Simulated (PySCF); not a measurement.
## 17O chemical shifts

PySCF 2.14.0 with density-fitted response routines calculation with geometry: GFN2-xTB and NMR shieldings at PBE0/pcSseg-1/GIAO; gas phase, no relativistic terms, fast rotation and ring inversion assumed for equivalent nuclei, one conformer.

Shieldings were converted by a linear fit to measured shifts: 17O (scatter 10.7 ppm rms, 12.2 ppm with the 3 outliers that the fit left out vs liquid water, solution or neat liquid). A few per cent of atoms miss by over 2 rms, more outside the fitted compound classes.

Q: Give the 17O shifts of `CC(=O)c1coc(C(=O)Cl)c1C`, `CC[P@@](C)(=O)c1ccco1`, `CO[C@@H](C)C(=O)N(C)C`, `C=C(C)O/C=C/OC(F)(F)F`.

A: 
```
                                                                       compound                     environment  δ (ppm)
[CH3:1][C:2](=[O:3])[c:4]1[cH:5][o:6][c:7]([C:8](=[O:9])[Cl:10])[c:11]1[CH3:12]               O3: ketone oxygen    569.2
[CH3:1][C:2](=[O:3])[c:4]1[cH:5][o:6][c:7]([C:8](=[O:9])[Cl:10])[c:11]1[CH3:12]             O9: carbonyl oxygen    445.9
[CH3:1][C:2](=[O:3])[c:4]1[cH:5][o:6][c:7]([C:8](=[O:9])[Cl:10])[c:11]1[CH3:12]        O6: aromatic ring oxygen    240.4
          [CH3:1][CH2:2][P@@:3]([CH3:4])(=[O:5])[c:6]1[cH:7][cH:8][cH:9][o:10]1       O10: aromatic ring oxygen    235.2
          [CH3:1][CH2:2][P@@:3]([CH3:4])(=[O:5])[c:6]1[cH:7][cH:8][cH:9][o:10]1                  O5: P=O oxygen     27.5
                [CH3:1][O:2][C@@H:3]([CH3:4])[C:5](=[O:6])[N:7]([CH3:8])[CH3:9]  O6: amide-type carbonyl oxygen    348.0
                [CH3:1][O:2][C@@H:3]([CH3:4])[C:5](=[O:6])[N:7]([CH3:8])[CH3:9]                O2: ether oxygen     10.7
      [CH2:1]=[C:2]([CH3:3])[O:4]/[CH:5]=[CH:6]/[O:7][C:8]([F:9])([F:10])[F:11]                O4: ether oxygen    118.8
      [CH2:1]=[C:2]([CH3:3])[O:4]/[CH:5]=[CH:6]/[O:7][C:8]([F:9])([F:10])[F:11]                O7: ether oxygen     84.2
```

Q: Order these by 17O shift, lowest first.
A. C=C[C@@](C)(C(=O)Cl)[C@@H](C)F
B. CC(C)(C)/C(Cl)=C\C(=O)F
C. O=Cc1cpcpc1

A: B (372.7 ppm, carbonyl oxygen), A (490.2 ppm, carbonyl oxygen), C (584.7 ppm, aldehyde oxygen).
